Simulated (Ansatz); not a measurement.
The Mg1–H2 bond of H4MgSi (SMILES [MgH][SiH3]) is stretched (multiplicity 1, the rest rigid).
Geometry at rest (charge 0, multiplicity 1):
```xyz
6

Mg    -1.2739    -0.6992    -0.1785
H     -2.7546    -1.5120    -0.3860
Si     0.9718     0.5334     0.1362
H      1.6131     0.2497     1.4524
H      0.8377     2.0169     0.0636
H      1.9863     0.1688    -0.8943
```

Correlated levels freeze the cores.

Run with Ansatz (Gaussian basis) for Hartree–Fock, density functionals and correlated methods. Values without a source in brackets are computed.

Energies above the point at 1.702 Å (the B3LYP-D3(BJ) bond length), FIC-MRCISD+Q on CASSCF(2,2)/def2-TZVPPD (kcal/mol): 4.20 at 1.532 Å; 2.33 at 1.872 Å; 70.89 at 5.446 Å.

Task: Take the last value as the depth D of a Morse curve D(1 − e^(−a(R − R₀)))², fit a and R₀ to the two near points, and test it at 2.297 and 2.978 Å.

Result: 
With D = 70.9, both near points (counted from the curve's value at 1.702 Å) are met by a = 1.23 Å⁻¹ and R₀ = 1.709 Å, so k = 2Da² = 214 kcal/(mol Å²). The curve then gives 18.8 and 44.3 kcal/mol; the level itself gives 19.3 and 47.6, so Morse is off by -0.5 and -3.3.

Ansatz is a program for electronic structure.
